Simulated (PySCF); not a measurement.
C2H6Zn, charge +1, doublet (typed; the unrestricted solution is spin-contaminated), geometry from GFN2-xTB (such geometries of metal compounds can be far from the true shape) (a state made from the parent by changing its charge; the spin is typed, not shown lowest), atoms displaced at random by about 0.08 Å a coordinate; PySCF with HF/STO-3G, gradient.

The PySCF input:
```python
from pyscf import gto, scf

mol = gto.M(
    atom='''
Zn   -0.11411316   -0.01782384   -0.03914292
C     1.73799983    0.29003894   -1.29315285
H     2.20042370   -0.70211257   -1.14016750
H     2.02968579    1.06183416   -1.01770030
H     1.18144010    0.27676946   -2.37540899
C    -1.47993627   -0.21042659    1.43912585
H    -2.30236302   -1.23296620    0.92789651
H    -2.32765153    0.59462049    1.20808576
H    -0.95275218   -0.29355082    2.31415536
''',
    basis='sto-3g',
    charge=1,
    spin=1,
    verbose=4,
)

mf = scf.UHF(mol)
mf.kernel()
g = mf.nuc_grad_method()
grad = g.kernel()
```

The log (banner, timings and long lists left out):

```
PySCF version 2.14.0

[INPUT] verbose = 4
[INPUT] num. atoms = 9
[INPUT] num. electrons = 47
[INPUT] charge = 1
[INPUT] spin (= nelec alpha-beta = 2S) = 1
[INPUT] symmetry False subgroup None
[INPUT] Mole.unit = angstrom
[INPUT] Symbol           X                Y                Z      unit          X                Y                Z       unit  Magmom
[INPUT]  1 Zn    -0.114113160000  -0.017823840000  -0.039142920000 AA   -0.215642619609  -0.033682176088  -0.073969398516 Bohr   0.0
[INPUT]  2 C      1.737999830000   0.290038940000  -1.293152850000 AA    3.284343683241   0.548094162059  -2.443704723701 Bohr   0.0
[INPUT]  3 H      2.200423700000  -0.702112570000  -1.140167500000 AA    4.158198151002  -1.326800465915  -2.154604311130 Bohr   0.0
[INPUT]  4 H      2.029685790000   1.061834160000  -1.017700300000 AA    3.835550262021   2.006575752108  -1.923174843888 Bohr   0.0
[INPUT]  5 H      1.181440100000   0.276769460000  -2.375408990000 AA    2.232598221579   0.523018479044  -4.488872424930 Bohr   0.0
[INPUT]  6 C     -1.479936270000  -0.210426590000   1.439125850000 AA   -2.796674232110  -0.397648624426   2.719553715282 Bohr   0.0
[INPUT]  7 H     -2.302363020000  -1.232966200000   0.927896510000 AA   -4.350835547127  -2.329968438846   1.753470275840 Bohr   0.0
[INPUT]  8 H     -2.327651530000   0.594620490000   1.208085760000 AA   -4.398623905125   1.123669874155   2.282951221387 Bohr   0.0
[INPUT]  9 H     -0.952752180000  -0.293550820000   2.314155360000 AA   -1.800440684782  -0.554730653441   4.373119840094 Bohr   0.0

nuclear repulsion = 153.990474572231
number of shells = 20
number of NR pGTOs = 102
number of NR cGTOs = 34
basis = sto-3g
ecp = {}

******** <class 'pyscf.scf.uhf.UHF'> ********
method = UHF
initial guess = minao
damping factor = 0
level_shift factor = 0
DIIS = <class 'pyscf.scf.diis.CDIIS'>
diis_start_cycle = 1
diis_space = 8
diis_damp = 0
SCF conv_tol = 1e-09
SCF conv_tol_grad = None
SCF max_cycles = 50
direct_scf = True
direct_scf_tol = 1e-13
number electrons alpha = 24  beta = 23
Set gradient conv threshold to 3.16228e-05
init E= -1832.99942416689

cycle= 1 E= -1834.90039298219  delta_E= -1.9  |g|= 0.437  |ddm|= 2.29
cycle= 2 E= -1835.04869967171  delta_E= -0.148  |g|= 0.579  |ddm|= 1.26
cycle= 3 E= -1835.26625306976  delta_E= -0.218  |g|= 0.191  |ddm|= 0.69
cycle= 4 E= -1835.3254166263  delta_E= -0.0592  |g|= 0.059  |ddm|= 0.521
cycle= 5 E= -1835.32877786207  delta_E= -0.00336  |g|= 0.018  |ddm|= 0.0876
cycle= 6 E= -1835.32947354373  delta_E= -0.000696  |g|= 0.0118  |ddm|= 0.051
cycle= 7 E= -1835.32980522428  delta_E= -0.000332  |g|= 0.0101  |ddm|= 0.0291
cycle= 8 E= -1835.33063490918  delta_E= -0.00083  |g|= 0.00944  |ddm|= 0.081
cycle= 9 E= -1835.33087708701  delta_E= -0.000242  |g|= 0.00933  |ddm|= 0.024
cycle= 10 E= -1835.33132726716  delta_E= -0.00045  |g|= 0.00913  |ddm|= 0.0441
cycle= 11 E= -1835.33194836537  delta_E= -0.000621  |g|= 0.00925  |ddm|= 0.0602
cycle= 12 E= -1835.33103609591  delta_E= 0.000912  |g|= 0.00918  |ddm|= 0.0892
cycle= 13 E= -1835.33051030348  delta_E= 0.000526  |g|= 0.00929  |ddm|= 0.0535
cycle= 14 E= -1835.3324307629  delta_E= -0.00192  |g|= 0.0106  |ddm|= 0.192
cycle= 15 E= -1835.33154630787  delta_E= 0.000884  |g|= 0.00998  |ddm|= 0.0888
cycle= 16 E= -1835.33167717342  delta_E= -0.000131  |g|= 0.0114  |ddm|= 0.0341
cycle= 17 E= -1835.32950110626  delta_E= 0.00218  |g|= 0.0181  |ddm|= 0.239
cycle= 18 E= -1835.33246657219  delta_E= -0.00297  |g|= 0.0154  |ddm|= 0.308
cycle= 19 E= -1835.33282829802  delta_E= -0.000362  |g|= 0.0191  |ddm|= 0.0588
cycle= 20 E= -1835.33356326102  delta_E= -0.000735  |g|= 0.0191  |ddm|= 0.0751
cycle= 21 E= -1835.33239243309  delta_E= 0.00117  |g|= 0.0195  |ddm|= 0.116
cycle= 22 E= -1835.33314862013  delta_E= -0.000756  |g|= 0.0195  |ddm|= 0.0819
cycle= 23 E= -1835.33699974995  delta_E= -0.00385  |g|= 0.0402  |ddm|= 0.437
cycle= 24 E= -1835.33683959334  delta_E= 0.00016  |g|= 0.0381  |ddm|= 0.0346
cycle= 25 E= -1835.3347024136  delta_E= 0.00214  |g|= 0.0239  |ddm|= 0.244
cycle= 26 E= -1835.32980434134  delta_E= 0.0049  |g|= 0.0127  |ddm|= 0.545
cycle= 27 E= -1835.32969340801  delta_E= 0.000111  |g|= 0.0125  |ddm|= 0.0238
cycle= 28 E= -1835.32909395904  delta_E= 0.000599  |g|= 0.0112  |ddm|= 0.0974
cycle= 29 E= -1835.32384417974  delta_E= 0.00525  |g|= 0.0354  |ddm|= 0.32
cycle= 30 E= -1835.3352479637  delta_E= -0.0114  |g|= 0.0237  |ddm|= 0.96
cycle= 31 E= -1835.33484556777  delta_E= 0.000402  |g|= 0.0236  |ddm|= 0.0487
cycle= 32 E= -1835.33495358088  delta_E= -0.000108  |g|= 0.0276  |ddm|= 0.0371
cycle= 33 E= -1835.33629568017  delta_E= -0.00134  |g|= 0.0406  |ddm|= 0.214
cycle= 34 E= -1835.33649241841  delta_E= -0.000197  |g|= 0.0416  |ddm|= 0.0309
cycle= 35 E= -1835.33639836172  delta_E= 9.41e-05  |g|= 0.0427  |ddm|= 0.0156
cycle= 36 E= -1835.33645787349  delta_E= -5.95e-05  |g|= 0.0418  |ddm|= 0.00859
cycle= 37 E= -1835.33633642301  delta_E= 0.000121  |g|= 0.0402  |ddm|= 0.0285
cycle= 38 E= -1835.33251196767  delta_E= 0.00382  |g|= 0.0133  |ddm|= 0.543
cycle= 39 E= -1835.33185459784  delta_E= 0.000657  |g|= 0.011  |ddm|= 0.092
cycle= 40 E= -1835.33039480235  delta_E= 0.00146  |g|= 0.0132  |ddm|= 0.154
cycle= 41 E= -1835.33576374121  delta_E= -0.00537  |g|= 0.0235  |ddm|= 0.61
cycle= 42 E= -1835.33636390427  delta_E= -0.0006  |g|= 0.026  |ddm|= 0.0637
cycle= 43 E= -1835.33547677014  delta_E= 0.000887  |g|= 0.0283  |ddm|= 0.0832
cycle= 44 E= -1835.33627661271  delta_E= -0.0008  |g|= 0.0331  |ddm|= 0.108
cycle= 45 E= -1835.33527690105  delta_E= 0.001  |g|= 0.0278  |ddm|= 0.116
cycle= 46 E= -1835.33541365  delta_E= -0.000137  |g|= 0.0285  |ddm|= 0.019
cycle= 47 E= -1835.33560109602  delta_E= -0.000187  |g|= 0.0306  |ddm|= 0.0526
cycle= 48 E= -1835.33502790767  delta_E= 0.000573  |g|= 0.0219  |ddm|= 0.116
cycle= 49 E= -1835.3320769281  delta_E= 0.00295  |g|= 0.0245  |ddm|= 0.335
cycle= 50 E= -1835.33600062194  delta_E= -0.00392  |g|= 0.0268  |ddm|= 0.504
SCF not converged.
SCF energy = -1835.33600062194 after 50 cycles  <S^2> = 0.97659444  2S+1 = 2.2150345

WARN: Ground state UHF not converged

******** <class 'pyscf.grad.uhf.Gradients'> for <class 'pyscf.scf.uhf.UHF'> ********
unit = Eh/Bohr
--------------- UHF gradients ---------------
         x                y                z
0 Zn    -0.0140567965    -0.0059563921    -0.0126935322
1 C     0.2689646432     0.3573578382     0.1392795680
2 H    -0.0146178092    -0.0313249085     0.0017898549
3 H    -0.1406478309    -0.3037808543    -0.1041178411
4 H    -0.0532985731    -0.0100380531    -0.0732869570
5 C     0.1171149466     0.0348503943     0.2276582866
6 H    -0.0936782077    -0.0800124829    -0.0685679972
7 H    -0.0640604216     0.0298141641    -0.0415934137
8 H    -0.0057199508     0.0090902944    -0.0684679683
----------------------------------------------
```

The run did not converge; its last values are not results.
